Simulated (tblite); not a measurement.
Species: C₇H₁₂OP₂.
Structure used (GFN2-xTB), in Å, numbered top down from 1:
```
atom  x, y, z in Å
C1    -2.334   -1.324    0.378
P2    -1.207    0.027    0.943
C3    -2.235    1.472    0.424
P4    -0.055    0.018   -0.961
O5    -0.904    0.068   -2.164
C6     1.052   -1.404   -0.836
C7     2.115   -1.322   -0.049
C8     2.424   -0.097    0.758
C9     2.202    1.173   -0.008
C10    1.149    1.354   -0.792
H11   -3.228   -1.328    1.000
H12   -1.829   -2.283    0.488
H13   -2.609   -1.172   -0.667
H14   -1.665    2.390    0.566
H15   -2.519    1.375   -0.625
H16   -3.128    1.518    1.046
H17    0.820   -2.266   -1.445
H18    2.810   -2.147    0.039
H19    3.448   -0.139    1.131
H20    1.752   -0.088    1.625
H21    2.954    1.943    0.105
H22    0.978    2.249   -1.372
```

All values are computed: GFN2-xTB (tblite) harmonic vibrations without scaling, gas phase. Against measured fundamentals such values can be off by several per cent, at times by over 20. One conformer, not necessarily the lowest.

Harmonic wavenumbers (cm⁻¹): 33.4, 79.4, 91.6, 155.1, 160.9, 183.1, 200.2, 202.3, 257.8, 293.1, 304.7, 354.0, 364.8, 382.4, 487.4, 492.5, 652.8, 696.7, 707.0, 713.9, 743.2, 798.6, 803.4, 830.9, 862.8, 891.7, 892.7, 899.8, 921.5, 949.7, 959.5, 1017.6, 1125.9, 1130.9, 1153.2, 1234.1, 1276.6, 1303.6, 1312.5, 1313.7, 1316.5, 1428.4, 1431.6, 1440.4, 1441.7, 1450.5, 1643.0, 1680.0, 2907.6, 2978.6, 2982.1, 2996.1, 2996.8, 3001.8, 3005.5, 3006.2, 3046.6, 3048.3, 3063.3, 3063.8.

A = 1544, B = 801.0, C = 792.0 MHz; mass 174.036 u (most abundant isotopes); point group Cs, symmetry number 1.

Question: Zero-point energy?

Answer: ½Σν̃ = 37582 cm⁻¹ = 107.45 kcal/mol.

Question: Give the ideal-gas entropy at 400 K and 1 bar in the rigid-rotor, harmonic-oscillator model (classical rotation).

Answer: Translation 42.86, rotation 31.05, vibration 50.87: S = 124.8 cal/(mol K).

Question: And Cp and H(400 K) − H(0)?

Answer: Cp = 59.24 cal/(mol K), of which vibrations give 51.29 (their classical limit is 60 R = 119.2); H(400 K) − H(0) = 13.80 kcal/mol without the zero-point energy, 10.62 from vibrations.

Question: What must be added to the electronic energy to get the Gibbs energy at 400 K and 1 bar?

Answer: ZPE + [H(400 K) − H(0)] − T·S = 107.45 + 13.80 − 49.91 = 71.34 kcal/mol.

Question: Blend soft modes into free rotors: weight 1/[1 + (100 cm⁻¹/ν̃)⁴] for the oscillator and the rest for a rotor with moment μB/(μ + B), μ = h/(8π²ν), B = 10⁻⁴⁴ kg m². What vibrational entropy results?

Answer: 47.41 cal/(mol K) in place of 50.87, which changes −T·S at 400 K by +1.39 kcal/mol.

Question: Which modes carry the vibrational entropy at 400 K?

Answer: 33.4 cm⁻¹: 6.20; 79.4 cm⁻¹: 4.48; 91.6 cm⁻¹: 4.20; 155.1 cm⁻¹: 3.17; 160.9 cm⁻¹: 3.10; 183.1 cm⁻¹: 2.85 cal/(mol K); the other 54 give 26.86 together.

Hindered rotation and anharmonicity are outside this model. Other conformers, if any are populated, would add a mixing term that is left out.
